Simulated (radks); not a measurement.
Problem. Radial electron density D(r) = 4 pi r^2 rho(r) of an atom or ion with 9 electrons. Method: non-relativistic Kohn-Sham, TPSS, spin-polarised, spherical densities, point nucleus; meta-GGA in the generalised Kohn-Sham scheme; computed with a radial shooting solver on a logarithmic mesh with Libxc functionals.

r (bohr)  D(r) (e/bohr)  spin D(r)
0.007423          4.010   0.000639
0.008303          4.818   0.000885
0.009287          5.762    0.00124
0.01039           6.853    0.00177
0.01162           8.103    0.00254
0.01289           9.410    0.00358
0.01442           10.98    0.00522
0.01613           12.70    0.00764
0.01804           14.56     0.0112
0.02018           16.52     0.0165
0.02257           18.53     0.0242
0.02525           20.52     0.0354
0.02824           22.42     0.0515
0.03158           24.11     0.0746
0.03533           25.49      0.107
0.03951           26.46      0.153
0.04384           26.91      0.211
0.04904           26.85      0.295
0.05485           26.22      0.407
0.06135           25.07      0.554
0.06862           23.55      0.742
0.07676           21.85      0.977
0.08585           20.23       1.26
0.09603           18.98       1.60
0.1074            18.35       1.97
0.1201            18.47       2.38
0.1333            19.28       2.75
0.1491            20.74       3.13
0.1668            22.49       3.43
0.1865            24.06       3.62
0.2086            24.98       3.66
0.2334            24.85       3.53
0.261             23.46       3.22
0.292             20.87       2.78
0.3266            17.37       2.25
0.3653            13.43       1.70
0.4086            9.550       1.19
0.4533            6.413      0.783
0.5071            3.792      0.455
0.5672            2.010      0.237
0.6344           0.9445      0.110
0.7096           0.3874     0.0445
0.7936           0.1365     0.0155
0.8877          0.04056    0.00457
0.9929         0.009978    0.00111
1.111          0.001988   0.000220
1.242         0.0003135  0.0000344

What is the nuclear charge?

Solution. Z = 23. The innermost maximum, from 1s, lies near 1/Z = 0.0435 bohr (found: 0.0460), and its height grows with Z. The density is that of the vanadium ion V14+ in [He] 2s2 2p5; the configuration itself is not fixed sharply by these data, and Z only to about a unit. D(r) has 2 maxima, at r = 0.0460, 0.217 bohr, and minima at 0.112 bohr, inside which lie 2.20 electrons.
